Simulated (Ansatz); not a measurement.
Frontier orbitals of `[F][SnH]([Cl])[Cl]`.

Cartesian coordinates in Å:
```
F 0.972 1.393 0.814
Sn -0.140 0.063 0.033
Cl 0.498 -0.055 -2.165
Cl 0.429 -1.899 1.072
H -1.759 0.497 0.246
```

Total charge 0; spin multiplicity 1. Correlated methods include outer-core shells of Sn, which these sets cover unevenly. Sn: def2 effective core potential. The structure was optimised at the PBE0-D4/def2-TZVP level. Basis def2-TZVPP, Ansatz 0.2.0.

Orbital energies of one run (eV). Highest occupied ones, from the top: -10.90, -10.97, -11.06, -11.28, -12.29, -12.35, -13.82, -13.87, -13.99, -16.97, -25.37, -25.83, -32.80, -33.32. Empty: -1.20, 0.10, 0.40, 2.32, 2.62, 3.45.

Problem. Which functional gave them?
A. r2SCANh
B. BHLYP
C. r2SCAN0
D. revPBE

Solution. B. HOMO energies: BHLYP -10.90, revPBE -8.11, r2SCAN0 -9.87, r2SCANh -9.08 eV.
